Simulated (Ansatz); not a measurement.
I$_{3}$Ti (SMILES [I][Ti]([I])[I]), doublet, geometry from GFN2-xTB (such geometries of metal compounds can be far from the true shape) (the multiplicity is a formal guess) (all electrons, no relativity); SVWN5/STO-3G run with Ansatz (an electronic-structure program).

Ansatz was given this input:
Ansatz 0.2 input:
```yaml
crystal:
  periodic: [false, false, false]
  atoms:
    - {symbol: Ti, position_ang: [-0.26398825, 0.29094200, 0.54074495]}
    - {symbol: I, position_ang: [-1.96538900, -1.56820713, -0.23004499]}
    - {symbol: I, position_ang: [0.02545701, 2.17943500, -1.27450510]}
    - {symbol: I, position_ang: [2.04951202, -0.73199625, 1.28008992]}
basis:
  gaussian:
    orbitals: STO-3G
hamiltonian:
  xc: {name: SVWN5}
magnetization: {spin_polarized: true, initial_magnetization: 1}
```

Q: Predict the main parts of the log of this Ansatz run.

A: 
```
Functional definition: SVWN5
1244 factors; their error is unknown
mean field evaluation 1: about -581745.9157 eV, gradient 2.2e1 eV
mean field evaluation 2: about -581423.0271 eV, gradient 2.0e2 eV
mean field evaluation 4: about -581750.6635 eV, gradient 5.2e0 eV
mean field evaluation 8: about -581750.8750 eV, gradient 2.8e-1 eV
mean field evaluation 16: about -581750.8286 eV, gradient 7.4e-5 eV
mean field -581750.82860539 eV, -21378.9486263738 hartree, gradient 1.5e-5 eV, S^2 0.757045; 0 other end points of the search recorded, 0 dependent functions left out
reference -581750.82862572 eV, -21378.9486271208 hartree; 91, 90 occupied and 8, 9 virtual orbitals, 1244 factors
Total energy: -581750.82862572 eV, -21378.9486271208 hartree
```
